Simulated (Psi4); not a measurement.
Pair of molecules, SMILES [SiH4] with SMILES C[SiH3] (the first has 5 atoms); geometry from B3LYP-D3(BJ)/def2-TZVP, rigid monomers moved along the line of their centres of mass till Si1···H8 is 2.85 Å.
(charge 0, multiplicity 1):
```xyz
13

Si     0.01589    -0.30159     0.19160
H     -1.17820    -0.19755     1.05936
H     -0.36600    -0.03245    -1.21293
H      0.57666    -1.66818     0.29681
H      1.03144     0.68019     0.63078
C      0.83148    -0.79644     3.72032
Si    -0.38532     0.61034     3.96893
H      0.64926    -1.31949     2.78041
H      0.74583    -1.52527     4.52846
H      1.85783    -0.42556     3.70732
H     -0.21633     1.64622     2.92241
H     -0.17012     1.24669     5.29178
H     -1.78047     0.11093     3.91210
```

Calculation: SAPT0/jun-cc-pV(D+d)Z run with Psi4 1.11.

Problem. Give the four SAPT terms and the total, and say what mostly holds the pair together.

Solution. electrostatics -62.3, exchange 228.9, induction -26.6, dispersion -110.3, total 29.7 meV; the largest attraction is dispersion.
